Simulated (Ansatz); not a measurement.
```yaml
crystal:
  periodic: [false, false, false]
  atoms:
    - {symbol: N, position_ang: [-0.800735, 1.176763, 1.919561]}
    - {symbol: In, position_ang: [-0.287423, 0.298113, 0.191696]}
    - {symbol: C, position_ang: [0.973325, -1.115296, -0.841055]}
    - {symbol: S, position_ang: [0.115015, -1.037331, -2.430174]}
    - {symbol: S, position_ang: [-1.482342, 0.235973, -1.906381]}
    - {symbol: H, position_ang: [-1.398605, 1.987601, 1.839035]}
    - {symbol: H, position_ang: [-0.055708, 1.379186, 2.571022]}
    - {symbol: H, position_ang: [0.920138, -2.113790, -0.402759]}
    - {symbol: H, position_ang: [2.016346, -0.811208, -0.940944]}
basis:
  gaussian: {orbitals: x2c-TZVPPall, fitting: {mean_field: cc-pVTZ-jkfit}, point_charges: [{charge: 2.00, position_ang: [6.869, -0.451, 0.136]}]}
hamiltonian: {xc: {name: wB97X}, pseudopotentials: {relativity: none}}
output: {forces: true}
```

```sh
$ ansatz run in.yaml --threads 4 --pin off --events-out ev --progress --plain --max-ram 10444MiB
```

Output, abridged:

```
Functional definition: wB97X
Error: <dir> the basis set cc-pVTZ-JKFIT has no functions for In
```
